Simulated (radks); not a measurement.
Results of a calculation; reference values are marked as such.
Initial-state core-level shifts of the nickel ion Ni+ when its valence configuration changes from [Ar] 3d9. Level of theory: scalar-relativistic Kohn-Sham, r2SCAN, spin-polarised, spherical densities, finite nucleus; open shells are filled with parallel spins first; meta-GGA in the generalised Kohn-Sham scheme; Fermi nuclear charge, rms radius 3.7757 fm (a radial shooting solver on a logarithmic mesh with Libxc functionals). Shifts are changes of the shell-averaged eigenvalues in eV (positive: less bound); the change of the density at the nucleus, which sets a Mossbauer isomer shift, is in e/bohr^3, on a base of 1.975e+04.

| valence | 1s | 2s | 3s | 3p | density at nucleus |
|---|---|---|---|---|---|
| 3d8 4s1 | -5.840 | -6.491 | -5.878 | -5.706 | +11.074 |
| 3d7 4s2 | -13.225 | -14.684 | -12.987 | -12.602 | +24.990 |
| 3d8 4p1 | -7.537 | -8.074 | -7.567 | -7.399 | +1.520 |
| 3d8.5 4s0.5 | -2.792 | -3.096 | -2.835 | -2.755 | +5.135 |
| 3d7.5 4s0.5 4p1 | -10.850 | -11.803 | -10.791 | -10.515 | +7.753 |
| 3d8.5 4p0.5 | -3.647 | -3.884 | -3.694 | -3.618 | +0.642 |
| 3d6.5 4s0.5 4p2 | -19.873 | -21.720 | -19.324 | -18.801 | +11.668 |
| 3d7 4s1 4p1 | -14.450 | -15.870 | -14.211 | -13.818 | +15.186 |
| 3d6 4s1 4p2 | -23.960 | -26.367 | -23.006 | -22.351 | +20.592 |
